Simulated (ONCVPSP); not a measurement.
**How hard is this holmium (Ho) ONCV potential?**

ONCVPSP 4.0.1 input, shortened (lines: element, Z, core and valence counts, functional; n l f; lmax; l rc ep ncon nbas qcut; lloc lpopt rc5 dvloc0; l nproj debl; icmod fcfact rcfact), PBE, scalar-relativistic:

```
  Ho 67.00    9    3        4      upf
    1    0    2.00
    2    0    2.00
    2    1    6.00
    3    0    2.00
    3    1    6.00
    3    2   10.00
    4    0    2.00
    4    1    6.00
    4    2   10.00
    4    3   11.00
    5    0    2.00
    5    1    6.00
    3
    0    1.50    0.00    5    8    3.70
    1    2.20    0.00    4    7    6.30
    2    2.00    0.15    4    8    5.30
    3    1.30    0.00    3    7   10.80
    4    4    1.25    0.00
    0    2    2.20
    1    2    1.60
    2    2    0.60
    3    1    2.40
    0    0.00    0.00
```

In the s channel the program set the typed energies aside and used -2.376, 0.250 Ha. In the d channel the program set the typed energies aside and used 0.050, 0.650 Ha.

Problem. For each optimised wave give the share of its norm inside rc, the residual kinetic energy above qcut (Ha) and the cutoffs (Ha) for errors of 10, 1, 0.1 and 0.01 mHa per electron.

Solution.

```tsv
wave	norm inside rc	residual KE	10 mHa	1 mHa	0.1 mHa	0.01 mHa
5s	0.736	1.4e-01	53.5	69.5	79.2	89.5
s projector 2	0.038	3.4e-02	10.9	35.8	64.3	78.2
5p	0.897	2.2e-07	5.8	7.5	12.6	15.9
p projector 2	0.061	1.2e-06	4.9	6.9	13.6	17.2
d projector 1	0.161	3.2e-06	6.5	9.2	11.3	13.4
d projector 2	0.198	2.1e-05	7.6	10.4	12.8	15.1
4f	0.856	1.3e-03	51.3	60.4	180.2	not reached
```

The occupied waves need 69 Ha and 180 Ha for 1 and 0.1 mHa. 3 of 4 tests not solved or not reliable.
